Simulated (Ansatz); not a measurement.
Sc2B2. Charge 0, multiplicity 1. Geometry r2SCAN-D4/def2-SVP.

```xyz
4

Sc    0.6547   -1.2337    0.7444
Sc    0.8924    0.9547   -0.8928
B    -0.6337    0.5863    0.6915
B    -0.9134   -0.3073   -0.5430
```

The 6-31G sets use Cartesian d functions. B3LYP takes the VWN-RPA correlation. At PBE-D4/def2-TZVP, r2SCAN-D4/def2-TZVP, PBE0-D4/def2-TZVP the restricted singlet is unstable: a solution with broken spin symmetry lies lower. The restricted singlet is unstable towards broken spin symmetry at other levels; at B3LYP-D4/6-31G, ωB97M-V/def2-TZVP this wasn't settled. The structure comes from a short search, and lower isomers may exist.

Question: Estimate the orbital energies around the gap (eV) in Ansatz with PBE-D4/def2-TZVP, r2SCAN-D4/def2-TZVP, B3LYP-D4/6-31G, PBE0-D4/def2-TZVP, ωB97M-V/def2-TZVP.

Answer: 
```
orbital  PBE-D4/def2-TZVP  r2SCAN-D4/def2-TZVP  B3LYP-D4/6-31G  PBE0-D4/def2-TZVP  ωB97M-V/def2-TZVP
 HOMO−5            -11.45               -12.04          -13.05             -13.28             -15.72
 HOMO−4             -6.26                -6.49           -6.90              -7.26              -9.26
 HOMO−3             -5.06                -5.11           -5.62              -5.87              -7.75
 HOMO−2             -5.03                -5.08           -5.60              -5.87              -7.69
 HOMO−1             -4.34                -4.37           -4.81              -5.02              -6.82
   HOMO             -3.29                -3.34           -3.74              -4.00              -5.76
   LUMO             -2.85                -2.60           -2.11              -1.95              -0.79
 LUMO+1             -2.67                -2.46           -1.85              -1.79              -0.02
 LUMO+2             -2.53                -2.36           -1.70              -1.70               0.27
 LUMO+3             -2.44                -2.26           -1.67              -1.62               0.30
 LUMO+4             -2.09                -1.82           -1.33              -1.19               0.38
 LUMO+5             -1.87                -1.70           -1.22              -1.10               0.52
```
